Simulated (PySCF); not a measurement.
C3H6O2Si, SMILES C=C=C[SiH](O)O. Geometry optimised at PBE0-D3(BJ)/def2-SVP. The structure was generated by enumeration, and PubChem lists no compound with its InChIKey, so it may never have been made. One conformer was computed; it need not be the lowest.

**Question.** Give the equilibrium geometry at PBE0-D3(BJ)/def2-SVP (PySCF confirms it by a frequency run) as bond lengths and angles. (The exact figures need the calculation; the answer reports its results.)

**Answer.** One answer among several that fit: 
Atoms: C1 C2 C3 Si4 O5 O6 H7 H8 H9 H10 H11 H12. Bonded distances (Å): C1–C2 1.310, C1–H7 1.095, C1–H8 1.095, C2–C3 1.309, C3–Si4 1.863, C3–H9 1.098, Si4–O5 1.661, Si4–O6 1.657, Si4–H10 1.487, O5–H11 0.962, O6–H12 0.963. Angles (°): C2–C1–H7 121.0, C2–C1–H8 121.0, H7–C1–H8 117.9, C1–C2–C3 176.7, C2–C3–Si4 118.9, C2–C3–H9 119.5, Si4–C3–H9 121.6, C3–Si4–O5 105.2, C3–Si4–O6 109.5, C3–Si4–H10 113.6, O5–Si4–O6 113.6, O5–Si4–H10 109.9, O6–Si4–H10 105.4, Si4–O5–H11 116.2, Si4–O6–H12 115.5.
Charge 0, spin multiplicity 1.
